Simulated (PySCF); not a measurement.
SMILES [C](C)(C)[CH2][GeH3], doublet, GFN2-xTB optimised geometry.

```
16

C     -1.75     0.93    -2.03
C     -1.00    -0.27    -1.57
C     -1.70    -1.26    -0.71
C      0.46    -0.23    -1.56
Ge     1.25     0.80     0.00
H     -2.78     0.68    -2.28
H     -1.27     1.38    -2.90
H     -1.78     1.70    -1.24
H     -1.67    -0.96     0.35
H     -1.22    -2.24    -0.77
H     -2.75    -1.36    -0.99
H      0.88    -1.24    -1.49
H      0.85     0.25    -2.45
H      0.82     0.25     1.33
H      2.75     0.80     0.00
H      0.83     2.24     0.00
```

Density from PySCF 2.14.0 with unrestricted PBE0/def2-TZVP at that geometry.

Minimum of the electron density along straight lines between bonded atoms, close to the bond critical point (lines longer than 1.1 times the sum of covalent radii, or with two minima, are not listed):

| bond | length / Å | ρ at the minimum / e bohr⁻³ | ∇²ρ there / e bohr⁻⁵ | position (fraction from the first atom) |
|---|---|---|---|---|
| C1–C2 | 1.486 | 0.265 | -0.69 | 0.50 |
| C2–C3 | 1.486 | 0.265 | -0.69 | 0.50 |
| C2–C4 | 1.460 | 0.277 | -0.74 | 0.50 |
| C4–Ge5 | 2.031 | 0.112 | 0.03 | 0.53 |
| C1–H6 | 1.089 | 0.278 | -0.95 | 0.64 |
| C1–H7 | 1.090 | 0.277 | -0.94 | 0.64 |
| C1–H8 | 1.100 | 0.269 | -0.89 | 0.64 |
| C3–H9 | 1.100 | 0.269 | -0.89 | 0.64 |
| C3–H10 | 1.090 | 0.277 | -0.94 | 0.64 |
| C3–H11 | 1.089 | 0.278 | -0.95 | 0.64 |
| C4–H12 | 1.092 | 0.276 | -0.93 | 0.64 |
| C4–H13 | 1.092 | 0.275 | -0.93 | 0.64 |
| Ge5–H14 | 1.500 | 0.141 | 0.09 | 0.60 |
| Ge5–H15 | 1.502 | 0.140 | 0.09 | 0.60 |
| Ge5–H16 | 1.500 | 0.141 | 0.09 | 0.60 |
